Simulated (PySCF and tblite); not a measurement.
The numbers below are computed, except where a source is named.
C8H8S, numbered as in [CH2:1]=[CH:2][c:3]1[cH:4][cH:5][cH:6][cH:7][c:8]1[SH:9].

Free energies: PBE0-D3(BJ)/pcSseg-1 on GFN2-xTB structures plus GFN2-xTB thermal terms, symmetry and mirror images included. Conformers within 2.5 kcal/mol (GFN2-xTB free energy) were kept, 4 at most. (PySCF 2.14, tblite 0.8.)

Torsions listed: C1–C2–C3–C4, C3–C8–S9–H9. Of a mirror pair one member is shown.

```tsv
conformer	shape	symmetry	E(GFN2) kcal/mol
1	39°, 19°	C1 (pair)	1.38
2	24°, -179°	C1 (pair)	0.00
```

Task: Which of these conformers is the most populated at 298.15 K, and with what share?

Result: Conformer 1, about 57 %. The lead over the next is within the error of the method.

Task: Give the DFT energies and free energies relative to the lowest, and all weights.

Result: 
| conformer | shape | E(DFT) kcal/mol | G(298.15 K) kcal/mol | weight % |
| --- | --- | --- | --- | --- |
| 1 | 39°, 19° | 0.00 | 0.00 | 56.8 |
| 2 | 24°, -179° | 0.04 | 0.16 | 43.2 |

Task: How does its share change from 250 K to 350 K?

Result: From 57 % to 56 %; the mixing entropy goes from 2.73 to 2.74 cal/(mol K).

The minima are those of GFN2-xTB; planar forms about aryl–S or allylic bonds may be saddles in DFT.
